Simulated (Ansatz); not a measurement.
Born–Oppenheimer molecular dynamics of CH$_{2}$BFN (6 atoms, charge -1, multiplicity 1). It goes on from the last frame of an earlier run, with new velocities.

All numbers below come from Ansatz, RKS LDA/def2-SVP.

```json
{"ensemble": "NVE (velocity Verlet)", "time step": "0.25 fs", "steps asked": "100", "starting velocities drawn for": "1000 K", "seed": "552041"}
```

Frames 1.25 fs apart, positions in Å, forces in eV/Å.

Velocities at 0.0 fs (Å/ps):

```
C 1.47 12.32 0.79
N 2.65 -12.88 -7.80
B -3.67 6.81 -3.77
F -0.32 -0.30 3.42
H -13.91 -20.85 45.29
H 4.78 -14.24 29.69
```

```xyz
6
Properties=species:S:1:pos:R:3:forces:R:3 time_fs=0.0 energy_less_start_eV=0.000 T=1000
C 0.282 1.256 -1.140 -0.71 -2.46 1.71
N 0.092 0.281 -0.263 0.56 2.60 -2.19
B 0.145 -0.664 0.714 -0.10 0.30 -1.61
F 0.240 -1.988 0.367 0.13 -0.44 0.28
H -0.749 1.483 -1.659 0.25 0.01 0.38
H 0.119 -0.315 1.839 -0.12 -0.01 1.43
6
Properties=species:S:1:pos:R:3:forces:R:3 time_fs=1.2 energy_less_start_eV=-0.008 T=1016
C 0.284 1.270 -1.138 -0.77 -2.92 2.02
N 0.096 0.266 -0.274 0.72 3.30 -2.39
B 0.140 -0.656 0.708 0.01 -0.17 -0.45
F 0.240 -1.988 0.372 0.08 -0.30 0.32
H -0.765 1.457 -1.600 0.08 0.22 0.08
H 0.124 -0.333 1.884 -0.13 -0.13 0.42
6
Properties=species:S:1:pos:R:3:forces:R:3 time_fs=2.5 energy_less_start_eV=0.031 T=940
C 0.284 1.280 -1.133 -0.80 -3.11 2.09
N 0.100 0.255 -0.287 0.87 3.61 -2.26
B 0.136 -0.647 0.702 0.12 -0.60 0.58
F 0.239 -1.989 0.377 0.03 -0.15 0.34
H -0.780 1.435 -1.540 -0.08 0.44 -0.20
H 0.127 -0.353 1.936 -0.14 -0.19 -0.56
6
Properties=species:S:1:pos:R:3:forces:R:3 time_fs=3.8 energy_less_start_eV=0.093 T=820
C 0.284 1.286 -1.126 -0.87 -3.01 1.91
N 0.105 0.248 -0.303 0.98 3.47 -1.78
B 0.131 -0.640 0.697 0.21 -0.94 1.16
F 0.239 -1.990 0.382 -0.02 0.00 0.34
H -0.795 1.419 -1.483 -0.16 0.62 -0.41
H 0.128 -0.376 1.980 -0.15 -0.14 -1.22
6
Properties=species:S:1:pos:R:3:forces:R:3 time_fs=5.0 energy_less_start_eV=0.134 T=741
C 0.282 1.289 -1.116 -0.99 -2.62 1.50
N 0.112 0.244 -0.321 1.03 2.88 -0.95
B 0.127 -0.633 0.693 0.29 -1.13 1.25
F 0.239 -1.991 0.387 -0.07 0.13 0.31
H -0.813 1.413 -1.432 -0.11 0.76 -0.55
H 0.127 -0.400 2.006 -0.15 -0.02 -1.56
6
Properties=species:S:1:pos:R:3:forces:R:3 time_fs=6.2 energy_less_start_eV=0.135 T=739
C 0.279 1.288 -1.105 -1.14 -1.91 0.87
N 0.119 0.244 -0.340 1.00 1.88 0.16
B 0.123 -0.629 0.691 0.36 -1.16 0.93
F 0.239 -1.992 0.392 -0.12 0.21 0.25
H -0.833 1.418 -1.389 0.05 0.84 -0.61
H 0.123 -0.425 2.009 -0.15 0.15 -1.60
6
Properties=species:S:1:pos:R:3:forces:R:3 time_fs=7.5 energy_less_start_eV=0.112 T=784
C 0.275 1.285 -1.092 -1.22 -0.89 0.08
N 0.128 0.245 -0.359 0.87 0.57 1.41
B 0.120 -0.626 0.690 0.41 -1.09 0.28
F 0.238 -1.992 0.398 -0.15 0.23 0.17
H -0.851 1.436 -1.355 0.23 0.84 -0.62
H 0.118 -0.448 1.988 -0.14 0.34 -1.33
6
Properties=species:S:1:pos:R:3:forces:R:3 time_fs=8.8 energy_less_start_eV=0.098 T=810
C 0.269 1.281 -1.079 -1.19 0.35 -0.78
N 0.137 0.248 -0.376 0.64 -0.85 2.65
B 0.117 -0.624 0.689 0.45 -1.01 -0.64
F 0.238 -1.993 0.403 -0.16 0.20 0.07
H -0.867 1.466 -1.331 0.39 0.76 -0.58
H 0.110 -0.466 1.948 -0.13 0.56 -0.73
6
Properties=species:S:1:pos:R:3:forces:R:3 time_fs=10.0 energy_less_start_eV=0.124 T=761
C 0.261 1.277 -1.068 -1.04 1.61 -1.58
N 0.147 0.249 -0.390 0.36 -2.13 3.63
B 0.115 -0.624 0.688 0.48 -0.96 -1.75
F 0.237 -1.993 0.409 -0.16 0.12 -0.02
H -0.876 1.507 -1.315 0.49 0.59 -0.49
H 0.101 -0.475 1.897 -0.12 0.77 0.21
6
Properties=species:S:1:pos:R:3:forces:R:3 time_fs=11.2 energy_less_start_eV=0.175 T=662
C 0.253 1.275 -1.058 -0.81 2.57 -2.12
N 0.158 0.248 -0.400 0.06 -2.93 4.14
B 0.114 -0.625 0.684 0.50 -0.97 -2.76
F 0.236 -1.993 0.415 -0.15 0.01 -0.10
H -0.878 1.556 -1.306 0.52 0.37 -0.38
H 0.089 -0.472 1.850 -0.12 0.96 1.22
6
Properties=species:S:1:pos:R:3:forces:R:3 time_fs=12.5 energy_less_start_eV=0.181 T=651
C 0.243 1.277 -1.051 -0.52 2.93 -2.25
N 0.169 0.244 -0.406 -0.23 -2.95 3.98
B 0.113 -0.628 0.676 0.51 -0.98 -3.08
F 0.235 -1.993 0.421 -0.14 -0.12 -0.14
H -0.873 1.612 -1.303 0.48 0.10 -0.24
H 0.076 -0.456 1.821 -0.11 1.02 1.74
6
Properties=species:S:1:pos:R:3:forces:R:3 time_fs=13.8 energy_less_start_eV=0.102 T=803
C 0.233 1.282 -1.046 -0.15 2.61 -1.95
N 0.179 0.236 -0.408 -0.50 -2.12 3.15
B 0.113 -0.632 0.664 0.47 -0.92 -2.32
F 0.234 -1.994 0.426 -0.11 -0.27 -0.15
H -0.860 1.669 -1.304 0.37 -0.18 -0.10
H 0.062 -0.425 1.816 -0.09 0.89 1.37
```

Of the whole run (25 fs, mean temperature of the second half 665 K): The conserved energy stayed within 0.046 meV per atom of its start (net change -0.017 meV per atom), so the integration is sound. A run of 0.025 ps of so small a system gives no equilibrium averages. Limits of this set-up: an anion without diffuse functions, the dipole of an ion depends on the origin.

The run took 86 s on 1 CPU thread of a shared host.
